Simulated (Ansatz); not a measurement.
Reaction (cleavage of the Si–Si bond): `C[SiH](F)[SiH2]N` + `N=C=O` → `C[SiH](F)N=C=O` + `N[SiH3]`

Computed with Ansatz on PBE0-D4/def2-TZVP structures; ΔE is electronic, products minus reactants. CBS: MP2 limit from def2 TZ/QZ plus the TZ coupled-cluster correction, frozen cores. This one scheme is used for every species. Functionals use def2-TZVPP. Each species was taken in one conformer, which may not be the lowest.

CCSD(T)/CBS gives -124.4 kJ/mol.

(1) Another level gave -101.4 kJ/mol. Which?
A. revPBE/def2-TZVPP
B. MP2/def2-TZVPP
C. r2SCANh-D4/def2-TZVPP
D. PBE0/def2-TZVPP

Largest T1 diagnostic among the species: 0.018.

Answers

(1) A. revPBE -101.4, PBE0 -113.1, r2SCANh-D4 -121.9, MP2/def2-TZVPP -135.0 kJ/mol.

From PBE to PBE0 (25 % exact exchange), in def2-TZVPP and without D4, ΔE moves by −10.7 kJ/mol. Leaving LDA and LC-ωPBE aside and taking each functional with its dispersion term where it has one, the values, not all of them listed here, spread over 33.6 kJ/mol, from BHLYP-D4 to PBE-D4. LDA lies −4.6 kJ/mol from PBE without D4. In def2-TZVPP, CCSD(T) changes the Hartree–Fock value by +27.1 kJ/mol (the triples alone add +3.8 kJ/mol) and MP2 by +17.9 kJ/mol.
